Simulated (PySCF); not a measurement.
## Heteronuclear NMR

Cartesian coordinates in Å; atom numbers follow the order of the lines, from 1:
```xyz
20

C     2.2556   -0.5235    1.4320
C     1.5959   -0.4441    0.2835
C     2.0378    0.4265   -0.8697
O     0.9566    1.1529   -1.4006
O     0.4708   -1.1409    0.0698
Si   -0.7100   -1.0652   -1.0610
C    -1.9956    0.2969   -0.6966
C    -2.2984    0.4478    0.7919
H     1.9134   -1.1635    2.2241
H     3.1595    0.0321    1.5949
H     2.8548    1.0874   -0.5583
H     2.3863   -0.2140   -1.6856
H     0.6193    1.7468   -0.7206
H    -0.2386   -0.9934   -2.4407
H    -1.2850   -2.3771   -0.7600
H    -2.9170    0.0326   -1.2167
H    -1.6875    1.2616   -1.1020
H    -1.3993    0.7083    1.3481
H    -2.6809   -0.4858    1.1977
H    -3.0426    1.2252    0.9633
```

[PySCF 2.14: NMR shieldings at PBE0/pcSseg-1/GIAO; coordinates at the GFN2-xTB level; fast rotation and ring inversion assumed for equivalent nuclei; gas phase; a single conformation; no relativistic terms]

Problem. Where does 29Si resonate?

Solution. 
```json
{"atoms": "Si6", "environment": "silicon bonded to C, O, 2 H", "σ (ppm)": "371.6", "δ (ppm)": "-25.5"}
```

Shieldings were converted by a linear fit to measured shifts: 29Si (scatter 8.9 ppm rms, 25.8 ppm with the 6 outliers that the fit left out vs TMS, solution or neat liquid). Occasional misses reach two or three times the rms, and more in compound classes unlike the fitted ones.

On a 400 MHz spectrometer 29Si resonates near 79.5 MHz, so 1 ppm is 79.5 Hz.

Problem. Predict the 17O NMR data.

Solution. 
```csv
atoms,environment,σ (ppm),δ (ppm)
O5,"oxygen bonded to C, Si",227.5,59.5
O4,alcohol oxygen,287.9,4.5
```

Shieldings were converted by a linear fit to measured shifts: 17O: δ = 266.70 − 0.911σ (rms 10.7 ppm, 155 shifts, 12.2 ppm with the 3 outliers that the fit left out vs liquid water, solution or neat liquid). Occasional misses reach two or three times the rms, and more in compound classes unlike the fitted ones.

On a 300 MHz spectrometer 17O resonates near 40.7 MHz, so 1 ppm is 40.7 Hz.
